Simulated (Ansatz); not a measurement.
Reaction (formal hydrolysis of a C–S bond): `CCCCCSCCCCC` + H₂O → `CCCCCO` + `CCCCCS`

Program: Ansatz. Geometries: PBE0-D4/def2-TZVP. ΔE: electronic, gas phase. CCSD(T)/CBS adds triple-zeta CCSD(T) − MP2 to the extrapolated MP2 energy (def2 sets, frozen cores). This one scheme is used for every species. Functionals use def2-TZVPP. One conformer a species, not always the lowest.

```tsv
level	ΔE (kJ/mol)	difference from CCSD(T)/CBS
LDA (SPW92)	39.8	-9.7
ωB97M-V	41.5	-8.0
B2PLYP	31.8	-17.7
BLYP	16.5	-33.0
r2SCANh	34.8	-14.7
r2SCAN0	35.0	-14.5
RPA@PBE/def2-TZVPP	37.4	-12.1
HF/def2-SVP	-3.6	-53.1
SCS-MP2/def2-TZVPP	43.1	-6.4
CCSD/def2-TZVPP	37.8	-11.7
CCSD(T)/CBS	49.5	0
```

Largest T1 diagnostic among the species: 0.009.

Leaving LDA and LC-ωPBE aside and taking each functional with its dispersion term where it has one, the values, not all of them listed here, spread over 15.0 kJ/mol, from B2PLYP to revPBE-D4. LDA lies +10.0 kJ/mol from PBE without D4. The D4 term adds +19.0 kJ/mol with B3LYP and +12.3 kJ/mol with PBE0; it sums over pairs of atoms, weighted by their polarisabilities, and B3LYP, whose exchange is more repulsive, gets the larger term. From BLYP to BHLYP (50 % exact exchange), in def2-TZVPP and without D4, ΔE moves by +4.3 kJ/mol.

B3LYP here is the variant with VWN-RPA as its local correlation; programs differ in this.
